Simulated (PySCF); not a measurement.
A PySCF script (with the pyscf-properties extension) for the NMR shieldings of `B[C@@H](C)CCOBF`, C4H11B2FO, on a GFN2-xTB geometry:

```python
import basis_set_exchange as bse
import numpy as np
from pyscf import gto, dft
from pyscf.prop import nmr

atoms = """
B    -0.690339    1.674491    0.017725
C    -0.804969    0.115084    0.247055
C    -2.292140   -0.281190    0.316993
C    -0.090966   -0.757353   -0.795145
C     1.420256   -0.527510   -0.798602
O     1.996042   -0.953747    0.428808
B     2.354860   -0.150565    1.407499
F     2.253933    1.180488    1.295494
H    -1.053541    2.394436    0.862978
H    -0.322061    2.117430   -0.999363
H    -0.376979   -0.133092    1.227030
H    -2.782822   -0.081237   -0.633321
H    -2.803302    0.284493    1.091253
H    -2.394155   -1.342096    0.538421
H    -0.469762   -0.530963   -1.793341
H    -0.279330   -1.814400   -0.588627
H     1.637276    0.531917   -0.965729
H     1.894069   -1.125158   -1.584358
H     2.794127   -0.591778    2.397540
"""
names = dict.fromkeys(["B", "C", "O", "F", "H"], "pcSseg-1")
basis = {el: gto.basis.parse(bse.get_basis(n, elements=[el], fmt="nwchem")) for el, n in names.items()}
mol = gto.M(atom=atoms, basis=basis, charge=0, verbose=0)
mf = dft.RKS(mol, xc="PBE0")
mf.grids.level = 2
mf.grids.alignment = dft.numint.BLKSIZE   # the property module wants whole blocks of grid points
mf.conv_tol = 1e-9
mf.kernel()

calc = nmr.RKS(mf)   # GIAO
C = mf.mo_coeff
Co = C[:, mf.mo_occ > 0]
resp = mf.gen_response(singlet=True, hermi=2)
def vind(x):   # induced exchange potential for any number of trial vectors
    d = np.einsum("pi,xij,qj->xpq", C, 2 * x.reshape(-1, C.shape[1], Co.shape[1]), Co, optimize=True)
    return np.einsum("xpq,pi,qj->xij", resp(d - d.transpose(0, 2, 1)), C, Co, optimize=True).ravel()
mo1, _ = nmr.rhf.solve_mo1(calc, with_cphf=vind)
sigma = calc.kernel(mo1)
for i, s in enumerate(sigma):   # ppm
    w = np.linalg.eigvalsh((s + s.T) / 2)
    print("%2d %-2s iso %8.1f  s11 %8.1f  s22 %8.1f  s33 %8.1f" % (i, mol.atom_pure_symbol(i), w.mean(), *w))
```

Question: Give the expected output.

Answer: 
```
 0 B  iso      8.8  s11    -68.8  s22    -30.7  s33    126.0
 1 C  iso    153.7  s11    123.6  s22    161.3  s33    176.1
 2 C  iso    173.6  s11    156.8  s22    172.1  s33    191.7
 3 C  iso    145.1  s11    136.5  s22    141.8  s33    156.9
 4 C  iso    119.6  s11     85.0  s22    121.2  s33    152.5
 5 O  iso    189.0  s11     55.6  s22    195.6  s33    315.7
 6 B  iso     78.4  s11     56.7  s22     87.5  s33     91.0
 7 F  iso    265.0  s11     89.3  s22    283.8  s33    422.0
 8 H  iso     23.8  s11     15.9  s22     27.0  s33     28.7
 9 H  iso     23.7  s11     14.5  s22     27.4  s33     29.3
10 H  iso     29.8  s11     23.7  s22     31.4  s33     34.4
11 H  iso     31.1  s11     26.4  s22     29.2  s33     37.6
12 H  iso     30.4  s11     25.2  s22     28.0  s33     38.0
13 H  iso     30.4  s11     26.4  s22     28.5  s33     36.4
14 H  iso     30.1  s11     26.3  s22     28.9  s33     35.2
15 H  iso     29.9  s11     25.8  s22     29.4  s33     34.3
16 H  iso     27.0  s11     23.0  s22     27.5  s33     30.5
17 H  iso     27.4  s11     22.2  s22     27.1  s33     33.0
18 H  iso     27.7  s11     24.6  s22     26.4  s33     32.1
```

These numbers come from an equivalent density-fitted implementation of the same equations, which agrees with the script to about 0.01 ppm for H and up to a few tenths of a ppm for heavy atoms, so last digits may differ.

Size and cost of the density-fitted run: 191 basis functions, 58 s wall time on 1 thread of an Arm Neoverse N1, shared host; peak memory 0.85 GiB.
